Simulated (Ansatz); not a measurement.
Consider the formal exchange of groups at the Sn–C bond: `Cl[CH2][SnH3]` + `CC1=CC1` → `CC1=C[CH]1[SnH3]` + `CCl`.

Computed with Ansatz on PBE0-D4/def2-TZVP structures; ΔE is electronic, products minus reactants. CCSD(T)/CBS is the MP2 limit (def2-TZVPP, def2-QZVPP) plus CCSD(T) − MP2 in def2-TZVPP, frozen cores. This one scheme is used for every species. def2 core potentials past Kr. For Sn outer-core shells are correlated without core-valence functions, which leaves a few kJ/mol of doubt a bond.

`Cl[CH2][SnH3]`:

```xyz
8

Cl   -1.280    1.218   -1.548
C     0.201    0.377   -1.024
Sn   -0.041   -0.418    0.968
H     1.018    1.096   -1.059
H     0.400   -0.418   -1.739
H    -0.365    0.876    2.027
H     1.404   -1.209    1.425
H    -1.338   -1.522    0.951
```

`CC1=CC1`:

Cartesian coordinates in Å:
```
C -0.565 -1.254 0.533
C -0.116 0.072 0.095
C -0.189 1.359 0.103
C 0.876 0.780 -0.777
H -1.397 -1.185 1.237
H -0.880 -1.853 -0.327
H 0.256 -1.796 1.011
H -0.650 2.265 0.456
H 0.742 0.776 -1.861
H 1.923 0.835 -0.471
```

`CC1=C[CH]1[SnH3]`:

```xyz
13

C     0.234   -2.086   -0.369
C    -0.020   -0.920    0.480
C     0.120   -0.243    1.566
C    -0.711    0.416    0.499
Sn    0.023    2.079   -0.646
H     0.871   -2.817    0.131
H    -0.708   -2.568   -0.646
H     0.716   -1.775   -1.301
H     0.534   -0.131    2.554
H    -1.797    0.424    0.629
H    -0.807    2.249   -2.137
H     1.686    1.817   -0.967
H    -0.140    3.556    0.207
```

`CCl`:

Cartesian coordinates in Å:
```
C 0.059 -0.058 0.120
Cl -0.657 0.647 -1.340
H 1.141 -0.048 0.017
H -0.300 -1.079 0.226
H -0.243 0.538 0.978
```

| species | CCSD(T)/def2-TZVPP energy (Eh) |
| --- | --- |
| `Cl[CH2][SnH3]` | -714.39109 |
| `CC1=CC1` | -155.64850 |
| `CC1=C[CH]1[SnH3]` | -370.48011 |
| `CCl` | -499.56055 |

Q: Work out ΔE.

A: ΔE = (-370.48011) + (-499.56055) − (-714.39109) − (-155.64850) = -0.00107 Eh = -0.7 kcal/mol. CCSD(T)/CBS gives -0.7 kcal/mol.

Largest T1 diagnostic among the species: 0.012.

The D4 term adds −0.7 kcal/mol with B3LYP and −0.5 kcal/mol with PBE0; it sums over pairs of atoms, weighted by their polarisabilities, and B3LYP, whose exchange is more repulsive, gets the larger term. In def2-TZVPP, CCSD(T) changes the Hartree–Fock value by −1.0 kcal/mol (the triples alone add −0.3 kcal/mol) and MP2 by −1.6 kcal/mol.

B3LYP here is the variant with VWN-RPA as its local correlation; programs differ in this.
